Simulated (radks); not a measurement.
Values are calculated unless marked as measured or tabulated.
Isoelectronic series with 5 electrons, each ion in its NIST ground configuration. Code: a radial shooting solver on a logarithmic mesh with Libxc functionals. Model: Dirac Kohn-Sham, PBEsol, spin-unpolarised, spherical densities, point nucleus; open shells are shared between the two j in proportion to 2j + 1. Total energies (hartree) and orbital eigenvalues (eV) (* marks an orbital that is empty in some or all of the ions):

Ca15+: configuration [He] 2s2 2p1; E (hartree) -506.85929; 3p3/2* -382.2798; 3p1/2* -383.6149; 3s1/2* -398.7606; 2p3/2 -926.4782; 2p1/2 -931.5098; 2s1/2 -980.1416
Sc16+: configuration [He] 2s2 2p1; E (hartree) -561.43791; 3p3/2* -432.1718; 3p1/2* -433.8392; 3s1/2* -449.9646; 2p3/2 -1042.659; 2p1/2 -1048.903; 2s1/2 -1100.435
Ti17+: configuration [He] 2s2 2p1; E (hartree) -618.86139; 3p3/2* -485.1109; 3p1/2* -487.1694; 3s1/2* -504.2781; 2p3/2 -1165.676; 2p1/2 -1173.340; 2s1/2 -1227.786
V18+: configuration [He] 2s2 2p1; E (hartree) -679.13956; 3p3/2* -541.0999; 3p1/2* -543.6148; 3s1/2* -561.7108; 2p3/2 -1295.534; 2p1/2 -1304.849; 2s1/2 -1362.223
Cr19+: configuration [He] 2s2 2p1; E (hartree) -742.28275; 3p3/2* -600.1414; 3p1/2* -603.1851; 3s1/2* -622.2726; 2p3/2 -1432.238; 2p1/2 -1443.459; 2s1/2 -1503.775
Mn20+: configuration [He] 2s2 2p1; E (hartree) -808.30187; 3p3/2* -662.2383; 3p1/2* -665.8906; 3s1/2* -685.9744; 2p3/2 -1575.791; 2p1/2 -1589.200; 2s1/2 -1652.475
Fe21+: configuration [He] 2s2 2p1; E (hartree) -877.20833; 3p3/2* -727.3939; 3p1/2* -731.7426; 3s1/2* -752.8273; 2p3/2 -1726.200; 2p1/2 -1742.104; 2s1/2 -1808.354
Co22+: configuration [He] 2s2 2p1; E (hartree) -949.01416; 3p3/2* -795.6115; 3p1/2* -800.7524; 3s1/2* -822.8433; 2p3/2 -1883.469; 2p1/2 -1902.204; 2s1/2 -1971.448
Ni23+: configuration [He] 2s2 2p1; E (hartree) -1023.73192; 3p3/2* -866.8945; 3p1/2* -872.9324; 3s1/2* -896.0348; 2p3/2 -2047.604; 2p1/2 -2069.538; 2s1/2 -2141.794
Cu24+: configuration [He] 2s2 2p1; E (hartree) -1101.37476; 3p3/2* -941.2467; 3p1/2* -948.2955; 3s1/2* -972.4151; 2p3/2 -2218.612; 2p1/2 -2244.141; 2s1/2 -2319.429
Zn25+: configuration [He] 2s2 2p1; E (hartree) -1181.95643; 3p3/2* -1018.672; 3p1/2* -1026.855; 3s1/2* -1051.998; 2p3/2 -2396.498; 2p1/2 -2426.052; 2s1/2 -2504.394
Ga26+: configuration [He] 2s2 2p1; E (hartree) -1265.49131; 3p3/2* -1099.174; 3p1/2* -1108.625; 3s1/2* -1134.797; 2p3/2 -2581.269; 2p1/2 -2615.314; 2s1/2 -2696.730
Ge27+: configuration [He] 2s2 2p1; E (hartree) -1351.99435; 3p3/2* -1182.758; 3p1/2* -1193.621; 3s1/2* -1220.829; 2p3/2 -2772.931; 2p1/2 -2811.969; 2s1/2 -2896.482
As28+: configuration [He] 2s2 2p1; E (hartree) -1441.48119; 3p3/2* -1269.427; 3p1/2* -1281.857; 3s1/2* -1310.108; 2p3/2 -2971.493; 2p1/2 -3016.062; 2s1/2 -3103.696
Se29+: configuration [He] 2s2 2p1; E (hartree) -1533.96809; 3p3/2* -1359.187; 3p1/2* -1373.350; 3s1/2* -1402.651; 2p3/2 -3176.961; 2p1/2 -3227.638; 2s1/2 -3318.419
Br30+: configuration [He] 2s2 2p1; E (hartree) -1629.47197; 3p3/2* -1452.042; 3p1/2* -1468.117; 3s1/2* -1498.476; 2p3/2 -3389.342; 2p1/2 -3446.748; 2s1/2 -3540.701
Kr31+: configuration [He] 2s2 2p1; E (hartree) -1728.01045; 3p3/2* -1547.997; 3p1/2* -1566.175; 3s1/2* -1597.599; 2p3/2 -3608.646; 2p1/2 -3673.442; 2s1/2 -3770.594
Rb32+: configuration [He] 2s2 2p1; E (hartree) -1829.60185; 3p3/2* -1647.058; 3p1/2* -1667.543; 3s1/2* -1700.041; 2p3/2 -3834.880; 2p1/2 -3907.773; 2s1/2 -4008.153
Sr33+: configuration [He] 2s2 2p1; E (hartree) -1934.26520; 3p3/2* -1749.228; 3p1/2* -1772.239; 3s1/2* -1805.818; 2p3/2 -4068.053; 2p1/2 -4149.797; 2s1/2 -4253.433
Zr35+: configuration [He] 2s2 2p1; E (hartree) -2152.88760; 3p3/2* -1962.924; 3p1/2* -1991.696; 3s1/2* -2027.466; 2p3/2 -4555.252; 2p1/2 -4657.151; 2s1/2 -4767.394
